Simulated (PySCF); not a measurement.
CH3NO, charge +1, doublet, at the geometry optimised at the base level (a state made from the parent by changing its charge; the spin is typed, not shown lowest); PySCF with B3LYP/3-21G, frequencies.

The PySCF input:
```python
from pyscf import gto, scf, dft
from pyscf.hessian import thermo

mol = gto.Mole()
mol.atom = '''
    N    -1.06140850    0.13169662    0.22418033
    C     0.18990318    0.34917913   -0.04757028
    O     1.10912494   -0.56058354   -0.22579245
    H    -1.44342299   -0.81519448    0.32476738
    H    -1.71427542    0.91099338    0.34809553
    H     0.57513933    1.37191832   -0.15036395
'''
mol.basis = '3-21g'
mol.charge = 1
mol.spin = 1
mol.verbose = 3
mol.build()

mf = dft.UKS(mol)
mf.xc = 'b3lyp'
mf.kernel()
hess = mf.Hessian().kernel()
freq = thermo.harmonic_analysis(mf.mol, hess, exclude_rot=False)
thermo.dump_normal_mode(mf.mol, freq)
th = thermo.thermo(mf, freq['freq_au'], 298.15, 101325)
thermo.dump_thermo(mf.mol, th)
```

It wrote (shortened):

```
converged SCF energy = -168.597042999427  <S^2> = 0.75441785  2S+1 = 2.004413
Mode                                 0                   1                   2
Irrep
Freq [cm^-1]                       14.1979             30.1154             44.1165
Reduced mass [au]                   1.7626              4.2813              4.9110
Force const [Dyne/A]                0.0002              0.0023              0.0056
Char temp [K]                      20.4276             43.3294             63.4739
Normal mode                   x     y     z       x     y     z       x     y     z
       0   N                 0.02 -0.01  0.12   -0.02 -0.16 -0.01    0.03 -0.01  0.13
       1   C                -0.03 -0.00 -0.14   -0.05  0.02  0.01    0.01  0.00  0.05
       2   O                 0.01  0.01  0.01    0.07  0.15 -0.00   -0.03  0.01 -0.19
       3   H                 0.11 -0.00  0.48    0.10 -0.21 -0.05    0.01 -0.02 -0.00
       4   H                -0.01 -0.02 -0.03   -0.13 -0.25  0.01    0.06 -0.01  0.32
       5   H                -0.12 -0.01 -0.52   -0.18  0.07  0.06    0.02  0.01  0.20
Mode                                 3                   4                   5
Irrep
Freq [cm^-1]                      491.4151            683.3378            887.5225
Reduced mass [au]                   3.5653              1.2744              1.2916
Force const [Dyne/A]                0.5073              0.3506              0.5994
Char temp [K]                     707.0370            983.1710           1276.9473
Normal mode                   x     y     z       x     y     z       x     y     z
       0   N                 0.09 -0.06 -0.02    0.00  0.00  0.00   -0.03 -0.00 -0.12
       1   C                 0.05  0.15 -0.01   -0.02 -0.00 -0.11    0.01  0.00  0.04
       2   O                -0.13 -0.05  0.03    0.01  0.00  0.06   -0.00 -0.00 -0.01
       3   H                 0.33 -0.16 -0.07   -0.08 -0.01 -0.39    0.15  0.01  0.71
       4   H                -0.10 -0.23  0.03    0.16  0.02  0.76    0.10  0.01  0.46
       5   H                 0.03  0.14 -0.01   -0.00 -0.00 -0.01    0.02  0.00  0.10
Mode                                 6                   7                   8
Irrep
Freq [cm^-1]                     1015.4509           1066.6912           1170.7211
Reduced mass [au]                   1.3693              2.7686              1.3139
Force const [Dyne/A]                0.8319              1.8560              1.0610
[...]
Normal mode                   x     y     z       x     y     z       x     y     z
       0   N                -0.07 -0.09  0.02    0.10  0.00 -0.02    0.11  0.01 -0.02
       1   C                 0.02  0.12 -0.01   -0.22  0.04  0.05   -0.05 -0.00  0.01
       2   O                 0.02 -0.01 -0.00    0.04 -0.03 -0.01    0.00 -0.00 -0.00
       3   H                -0.40  0.04  0.08    0.18 -0.02 -0.04   -0.56  0.30  0.11
       4   H                 0.17  0.12 -0.04    0.28  0.15 -0.06   -0.42 -0.44  0.10
       5   H                 0.62 -0.10 -0.13    0.13 -0.14 -0.02    0.02 -0.04 -0.00
Mode                                12                  13                  14
Irrep
Freq [cm^-1]                     3049.3441           3423.8552           3515.7991
Reduced mass [au]                   1.0854              1.0499              1.1043
Force const [Dyne/A]                5.9466              7.2517              8.0420
Char temp [K]                    4387.3272           4926.1654           5058.4522
Normal mode                   x     y     z       x     y     z       x     y     z
       0   N                 0.01  0.00 -0.00    0.05  0.02 -0.01   -0.02  0.08  0.00
       1   C                -0.04 -0.07  0.01   -0.00 -0.00  0.00    0.00  0.00 -0.00
       2   O                 0.00 -0.00 -0.00   -0.00  0.00  0.00    0.00 -0.00 -0.00
       3   H                 0.00 -0.01 -0.00   -0.28 -0.70  0.07   -0.22 -0.54  0.06
       4   H                 0.02 -0.02 -0.00   -0.38  0.47  0.07    0.48 -0.57 -0.09
       5   H                 0.32  0.90 -0.09   -0.00  0.01  0.00   -0.01 -0.02  0.00
temperature 298.1500 [K]
pressure 101325.00 [Pa]
Rotational constants [GHz] 73.75819 10.94422 9.53014
Symmetry number 1
Zero-point energy (ZPE) 0.04571 [Eh]   120015.100 [J/mol]
                           tot       elec      trans        rot        vib
Entropy [J/mol/K]       332.943      5.763    156.233     88.963     81.984
Cv [J/mol/K]             65.542      0.000     12.472     12.472     40.599
Cp [J/mol/K]             73.857      0.000     20.786     12.472     40.599
Internal energy [J/mol]                      3718.434   3718.434 128257.823
Internal energy [Eh]   -168.54536  -168.59704
Enthalpy [J/mol]                             6197.391   3718.434 128257.823
Enthalpy [Eh]          -168.54442
Gibbs free energy [J/mol]                  -40383.387 -22805.892 103814.146
Gibbs free energy [Eh] -168.58222
```
